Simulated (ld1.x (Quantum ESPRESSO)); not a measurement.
Ranking TM potentials for gold

All share these settings but for the change named:

| Property | Result |
| --- | --- |
| Element | Au (Z = 79) |
| Generator | ld1.x (Quantum ESPRESSO) 7.5 |
| Type | norm-conserving Troullier–Martins (Kleinman–Bylander form) |
| Functional | PBE |
| Relativity | scalar-relativistic |
| Frozen core | [Xe] 4f14 |
| Valence charge | 11 |
| Reference configuration | 5d10 6s1 6p0 |
| Partial waves | 6p (bound, empty): rc 4.00 bohr; 5d (bound): rc 1.60 bohr; 6s (bound): rc 2.45 bohr |
| Local potential | the s channel |
| Core correction | none |

Test errors are all-electron minus pseudo excitation energies from the reference, over 5d10 6s0 6p0; 5d9 6s0 6p0; 5d8 6s0 6p0; 5d7 6s0 6p0; 5d10 6s0.5 6p0; 5d9 6s2 6p0; 5d9 6s1 6p1. None of these files shows a bound ghost.

The base gives 670.4 meV.

Of 8 variants that were run, those that failed, showed a ghost or another fault, or gave nearly equal values are left out.

A variant can come out equal or close to the base, since the largest error may sit in a test that the change hardly touches while other tests move.

Question: Rank these variants by their largest absolute test error, smallest first.
A. type PAW; waves now 6s (bound): rcut 2.15, rcutus 2.45 bohr; 6s channel at 0.3 Ry: rcut 2.15, rcutus 2.45 bohr; 6p (bound): rcut 3.50, rcutus 4.00 bohr; 6p channel at 0.4 Ry: rcut 3.50, rcutus 4.00 bohr; 5d (bound): rcut 1.40, rcutus 1.60 bohr; 5d channel at 0.05 Ry: rcut 1.40, rcutus 1.60 bohr; local potential all-electron potential smoothed inside 3.70 bohr (lloc = -2); core correction a·sin(br)/r model core, default radius (ld1.x builds one for every PAW set, though the input has nlcc=.false.); augmentation PSQ, inside the norm-conserving radii
B. wave 6p (bound): rc 4.00 bohr becomes 6p (bound): rc 5.76 bohr
C. wave 6s (bound): rc 2.45 bohr becomes 6s (bound): rc 3.26 bohr
D. all radii scaled by about 0.73 (s 1.78, p 2.90, d 1.16 bohr)

Answer: D (582.7 meV), B (670.4 meV), A (807.0 meV), C (1021.5 meV).
